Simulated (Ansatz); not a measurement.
**Which isomer of AlClFH4NSi gives these data?**

These gas-phase data were calculated for one isomer of AlClFH4NSi at PBE0-D3(BJ)/def2-SVP (harmonic, unscaled wavenumbers; equilibrium rotational constants with average atomic masses):

- rotational constants: 3.151, 1.434, 0.9968 GHz
- all wavenumbers above 1500 cm⁻¹: 3596, 2260, 2225, 2217

Candidates:

(1) `F[SiH2][NH][AlH][Cl]`, a singlet
(2) `[F][Al]([Cl])[NH][SiH3]`, a singlet

Problem. Which candidate do the data belong to?

Solution. Candidate (2). No mode falls between 1700 and 2050 cm⁻¹, where the Al–H stretch of (1) would stand.

The same quantities for all candidates:

```
     rotational constants (GHz)  wavenumbers above 1500 cm⁻¹  E above the lowest, PBE0-D3(BJ)/def2-SVP (kcal/mol)
(1)       9.226, 0.7944, 0.7848       3596, 2278, 2271, 2014                                                  7.6
(2)        3.151, 1.434, 0.9968       3596, 2260, 2225, 2217                                                  0.0
```

Harmonic stretches to hydrogen usually lie a few per cent above observed fundamentals. Each candidate is one conformer. Programs: Ansatz 0.2.0.
